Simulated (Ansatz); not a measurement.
C2H6O2SSi can be A, `OC(=S)OC[SiH3]`, or B, `O[SiH2]/C(O)=C/S`.

Program: Ansatz. Geometries: PBE0-D4/def2-TZVP. ΔE: electronic, gas phase. CCSD(T)/CBS is the MP2 limit (def2-TZVPP, def2-QZVPP) plus CCSD(T) − MP2 in def2-TZVPP, frozen cores. Functionals use def2-TZVPP. B3LYP here is the variant with VWN-RPA as its local correlation; programs differ in this. One conformer a species, not always the lowest.

Task: Which isomer does CCSD(T)/CBS put lower? Give the gap. (An estimate is asked.)

Result: Ansatz gave: B, by 33.5 kcal/mol.

Task: Give E(B) − E(A) in kcal/mol with HF/def2-TZVPP, B3LYP, B3LYP-D4, CCSD(T)/def2-TZVPP, ωB97M-V, MP2/def2-TZVPP, CCSD/def2-TZVPP. (An estimate is asked.)

Result: Ansatz gave: HF/def2-TZVPP -29.8, B3LYP -29.3, B3LYP-D4 -30.2, CCSD(T)/def2-TZVPP -31.7, ωB97M-V -30.5, MP2/def2-TZVPP -33.5, CCSD/def2-TZVPP -32.3. None reverses the order clearly.

Largest T1 diagnostic: 0.015.

The D4 term adds −1.0 kcal/mol with B3LYP and −0.5 kcal/mol with PBE0; it sums over pairs of atoms, weighted by their polarisabilities, and B3LYP, whose exchange is more repulsive, gets the larger term. In def2-TZVPP, CCSD(T) changes the Hartree–Fock value by −1.9 kcal/mol (the triples alone add +0.6 kcal/mol) and MP2 by −3.6 kcal/mol.
